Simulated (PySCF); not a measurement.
A series of related molecules.

All values: B3LYP/def2-SVPD (PySCF) at GFN2-xTB geometries, gas phase, one conformer each. Core orbitals are frozen in the response; Δα² is half the sum of the squared differences of the principal polarisabilities.

Question: Rank by HOMO energy, lowest first.
A. `CC(=O)C1=C(Cl)P=C(Cl)O1`
B. `c1(c(ocp1)C=C)Cl`
C. `FC(F)(F)c1c(Cl)pco1`
D. `CCc1ocpc1Cl`
E. `Clc1cocp1`

Answer: C (-7.60 eV), A (-7.19 eV), E (-7.03 eV), D (-6.65 eV), B (-6.45 eV).

Question: Rank by mean static polarisability, highest first.
A. `CC(=O)c1oc(Cl)pc1Cl`
B. `C#Cc1ocpc1Cl`
C. `Clc1cocp1`
D. `Clc1pcoc1C1CC1`
E. `FC(F)(F)C1=C(Cl)P=CO1`
F. `c1(pcoc1C(=O)C)Cl`

Answer: A (18.01 Å³), D (16.14 Å³), F (15.39 Å³), B (14.96 Å³), E (13.02 Å³), C (10.83 Å³).

All values together:

```
             SMILES                     change     formula  μ (D)  HOMO (eV)  LUMO (eV)  α (Å³)  Δα (Å³)  electrons  α per electron (Å³)
    CC(=O)c1ocpc1Cl                     parent   C5H4ClO2P   3.80      -7.29      -2.32   15.39     8.87         82                0.188
     Clc1pcoc1C1CC1      COCH3 replaced by cPr    C6H6ClOP   2.33      -6.41      -1.28   16.14     7.51         82                0.197
        CCc1ocpc1Cl     COCH3 replaced by C2H5    C5H6ClOP   1.99      -6.65      -1.28   14.58     6.26         76                0.192
       C#Cc1ocpc1Cl  COCH3 replaced by ethynyl    C5H2ClOP   1.27      -6.75      -1.79   14.96    10.61         72                0.208
          Clc1cocp1        COCH3 replaced by H    C3H2ClOP   1.53      -7.03      -1.46   10.83     5.64         60                0.181
CC(=O)c1oc(Cl)pc1Cl           H replaced by Cl  C5H3Cl2O2P   2.74      -7.19      -2.48   18.01    11.43         98                0.184
  FC(F)(F)c1ocpc1Cl      COCH3 replaced by CF3   C4HClF3OP   2.46      -7.60      -1.98   13.02     6.14         92                0.142
       C=Cc1ocpc1Cl    COCH3 replaced by vinyl    C5H4ClOP   1.64      -6.45      -1.80   15.55    10.42         74                0.210
```

Conformers: `[CH3:1][C:2](=[O:3])[c:4]1[o:5][cH:6][p:7][c:8]1[Cl:9]` with C1–C2–C4–O5 0°; `[Cl:1][c:2]1[p:3][cH:4][o:5][c:6]1[CH:7]1[CH2:8][CH2:9]1` with O5–C6–C7–C8 35°; `[CH3:1][CH2:2][c:3]1[o:4][cH:5][p:6][c:7]1[Cl:8]` with C1–C2–C3–O4 -90°; `[CH3:1][C:2](=[O:3])[c:4]1[o:5][c:6]([Cl:7])[p:8][c:9]1[Cl:10]` with C1–C2–C4–O5 0°; `[CH2:1]=[CH:2][c:3]1[o:4][cH:5][p:6][c:7]1[Cl:8]` with C1–C2–C3–O4 0°.

Q: Give the shifts from the parent, `CC(=O)c1ocpc1Cl`.

A: 
| SMILES | change in μ (D) | change in HOMO (eV) | change in LUMO (eV) | change in mean α (Å³) |
| --- | --- | --- | --- | --- |
| Clc1pcoc1C1CC1 | -1.47 | +0.88 | +1.04 | +0.75 |
| CCc1ocpc1Cl | -1.81 | +0.64 | +1.04 | -0.81 |
| C#Cc1ocpc1Cl | -2.53 | +0.54 | +0.53 | -0.43 |
| Clc1cocp1 | -2.27 | +0.26 | +0.86 | -4.56 |
| CC(=O)c1oc(Cl)pc1Cl | -1.06 | +0.10 | -0.16 | +2.62 |
| FC(F)(F)c1ocpc1Cl | -1.34 | -0.31 | +0.34 | -2.37 |
| C=Cc1ocpc1Cl | -2.16 | +0.84 | +0.52 | +0.16 |

Q: How closely does the mean polarisability follow the number of electrons in this set?

A: The correlation coefficient is 0.65; α per electron runs from 0.142 to 0.210 Å³.
